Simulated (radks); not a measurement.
Species: Cr III. Configuration: [Ar] 3d3 6f1 (not the ground configuration).

Method: non-relativistic Kohn-Sham, SCAN, spin-polarised, spherical densities, point nucleus; open shells are filled with parallel spins first; meta-GGA in the generalised Kohn-Sham scheme; computed with a radial shooting solver on a logarithmic mesh with Libxc functionals.

Energy parts (hartree):
part                       energy
total                 -1042.59657
kinetic                1041.79358
electron-nucleus      -2448.80769
Hartree                 412.10897
exchange-correlation    -47.69143

Orbitals (lengths in bohr, moments of r in powers of bohr; <r^-3> diverges for s and p1/2):
| orbital | occ. | eigenvalue (hartree) | <r^-3> |
|---|---|---|---|
| 1s up | 1 | -216.5719 | - |
| 1s down | 1 | -216.5726 | - |
| 2s up | 1 | -25.91338 | - |
| 2s down | 1 | -25.84152 | - |
| 2p up | 3 | -22.17220 | 350.7 |
| 2p down | 3 | -22.11937 | 352.2 |
| 3s up | 1 | -4.17350 | - |
| 3s down | 1 | -4.00486 | - |
| 3p up | 3 | -3.10236 | 43.48 |
| 3p down | 3 | -2.93645 | 42.65 |
| 3d up | 3 | -1.40883 | 4.011 |
| 6f up | 1 | -0.11177 | 0.004716 |

The highest occupied level is 6f up at -3.041 eV. The density falls to 0.001 e/bohr^3 at r = 2.87 bohr. Spin moment in Bohr magnetons: 4. Summed over all electrons, <r^2> = 283.0 bohr^2, which gives a Langevin (diamagnetic) susceptibility term of -224 x 10^-6 cm^3/mol.

Empty levels of this run are not shown, since the potential may be unsettled where no density lies.
